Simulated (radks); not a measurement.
Tc VI, 38 electrons, occupied as [Kr] 5s2 (not the ground configuration).

Calculated with a radial shooting solver on a logarithmic mesh with Libxc functionals: Dirac Kohn-Sham, LDA (Slater exchange, Perdew-Wang correlation), spin-unpolarised, spherical densities, finite nucleus; Fermi nuclear charge, rms radius 4.4112 fm.

Energy parts (eV):
total: -116330.302
kinetic: 120820.584
electron-nucleus: -278320.126
Hartree: 44471.856
exchange-correlation: -3302.616

Orbitals (lengths in bohr, moments of r in powers of bohr; r(max) is where P^2 peaks):
\begin{tabular}{lrrrrr}
orbital & occ. & eigenvalue (eV) & r(max) & <r^2> & <r^4> \\ \hline
1s1/2 & 2 & -20908.21 & 0.02231 & 0.001590 & 6.544e-06 \\
2s1/2 & 2 & -3052.403 & 0.1264 & 0.02637 & 0.001200 \\
2p1/2 & 2 & -2822.801 & 0.09816 & 0.01985 & 0.0007925 \\
2p3/2 & 4 & -2704.770 & 0.1021 & 0.02121 & 0.0008920 \\
3s1/2 & 2 & -595.8575 & 0.3727 & 0.1979 & 0.06052 \\
3p1/2 & 2 & -507.6152 & 0.3593 & 0.1948 & 0.06181 \\
3p3/2 & 4 & -487.7925 & 0.3688 & 0.2048 & 0.06815 \\
3d3/2 & 4 & -331.2563 & 0.3087 & 0.1882 & 0.06787 \\
3d5/2 & 6 & -327.4303 & 0.3115 & 0.1913 & 0.07002 \\
4s1/2 & 2 & -146.3081 & 0.9334 & 1.171 & 2.011 \\
4p1/2 & 2 & -119.1117 & 0.9797 & 1.338 & 2.692 \\
4p3/2 & 4 & -115.6839 & 1.002 & 1.396 & 2.928 \\
4d3/2 & 0 & -73.1064 & 1.139 & 1.986 & 6.316 \\
4d5/2 & 0 & -72.6208 & 1.147 & 2.010 & 6.465 \\
5s1/2 & 2 & -53.8966 & 2.105 & 5.449 & 41.15 \\
5p1/2 & 0 & -45.5618 & 2.301 & 6.526 & 59.35 \\
5p3/2 & 0 & -44.7547 & 2.342 & 6.735 & 63.11 \\
\end{tabular}

The highest occupied level is 5s1/2 at -53.897 eV. The configuration is held as typed, so some empty levels lie below it. The electron density at the nucleus is 9.981e+04 e/bohr^3. The density falls to 0.001 e/bohr^3 at r = 3.59 bohr.
